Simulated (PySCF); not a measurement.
**Question.** What does the PBE0-D3(BJ)/def2-SVP structure of `FC(F)(F)[C@@H]1CCC=NC1` look like in three dimensions?

**Answer.** 
```
atom  x, y, z in Å
F1    -2.4710    0.5269    0.9469
C2    -2.1206   -0.1074   -0.1799
F3    -2.6026   -1.3530   -0.0992
F4    -2.7544    0.4988   -1.1898
C5    -0.6263   -0.1046   -0.3846
C6     0.1094   -0.8052    0.7513
C7     1.5974   -0.8235    0.4387
C8     2.0698    0.4920   -0.1184
N9     1.3496    1.4426   -0.5469
C10   -0.0878    1.3167   -0.5616
H11   -0.4577   -0.6669   -1.3196
H12   -0.2795   -1.8228    0.9003
H13   -0.0714   -0.2502    1.6867
H14    2.1911   -1.0622    1.3362
H15    1.8408   -1.6176   -0.2914
H16    3.1613    0.6450   -0.1511
H17   -0.4889    1.9713    0.2331
H18   -0.4561    1.7450   -1.5071
```

Any rigid rotation of these coordinates is as good. Atoms count from 1 in this order. Of the pairs four or more bonds apart, F1···H17 is among the closest relative to their van der Waals radii: 2.55 Å, 96 % of the sum of Bondi's values. N9 (imine nitrogen) is bent (angle 120.3°). All 3 C–F bonds measure 1.338 to 1.340 Å. The 5 C–C bonds span 1.505 Å (C7–C8, drawn single) to 1.530 Å (C5–C10, drawn single), a spread of 0.025 Å.

Bonds between heavy atoms (Å): F1–C2 1.340, C2–F3 1.338, C2–F4 1.338, C2–C5 1.508, C5–C6 1.524, C6–C7 1.521, C7–C8 1.505, C8=N9 1.267, N9–C10 1.443, C5–C10 1.530.

Computed, not measured: PBE0-D3(BJ)/def2-SVP geometry optimisation, gas phase (PySCF 2.14.0).

Point group: C1 (no symmetry element, even within 0.4 Å). Whether it is a minimum is left open (no frequencies). One conformer, not necessarily the lowest (C2–C5–C6–C7 177°, C5–C6–C7–C8 42°, C6–C7–C8–N9 -13°, C8–N9–C10–C5 -15°).
